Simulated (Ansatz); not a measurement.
Reaction (SMILES): [GeH] (GeH) → Ge atom + H atom
B3LYP-D3(BJ)/def2-TZVP geometries, fixed; electronic energies without zero-point terms.
Largest species:
```xyz
2

Ge     0.0000     0.0000    -0.0487
H      0.0000     0.0000     1.5577
```
Charge 0, spin multiplicity 2.

Basis-set convergence of the atomisation energy at PBE with Ansatz (a program for electronic structure). Cartesian d functions, on some or all atoms, in 6-31G; all else is spherical. The program fits the integrals of some runs and decomposes those of others, by size. Open shells are unrestricted. No added dispersion term, no relativity. Functions are those of the species that has most. Reference: the value in aug-cc-pV5Z, 67.02 kcal/mol, itself unsure by roughly 0.11 kcal/mol (its mean distance from pcseg-4, aug-pcseg-3, aug-cc-pVQZ).

```json
[
 {"basis": "6-31G", "functions": "31", "atomisation energy (kcal/mol)": "[?]"},
 {"basis": "def2-SVP", "functions": "37", "atomisation energy (kcal/mol)": "[?]"},
 {"basis": "6-311G**", "functions": "50", "atomisation energy (kcal/mol)": "[?]"},
 {"basis": "def2-TZVP", "functions": "54", "atomisation energy (kcal/mol)": "67.17"},
 {"basis": "def2-TZVPP", "functions": "62", "atomisation energy (kcal/mol)": "[?]"},
 {"basis": "cc-pVQZ", "functions": "98", "atomisation energy (kcal/mol)": "67.02"},
 {"basis": "aug-cc-pVQZ", "functions": "139", "atomisation energy (kcal/mol)": "67.08"},
 {"basis": "aug-pcseg-3", "functions": "142", "atomisation energy (kcal/mol)": "66.88"},
 {"basis": "pcseg-4", "functions": "172", "atomisation energy (kcal/mol)": "66.89"}
]
```

### Question
Complete the blanks.

### Answer

- 6-31G, atomisation energy (kcal/mol): 64.29
- def2-SVP, atomisation energy (kcal/mol): 66.84
- 6-311G**, atomisation energy (kcal/mol): 66.64
- def2-TZVPP, atomisation energy (kcal/mol): 67.32
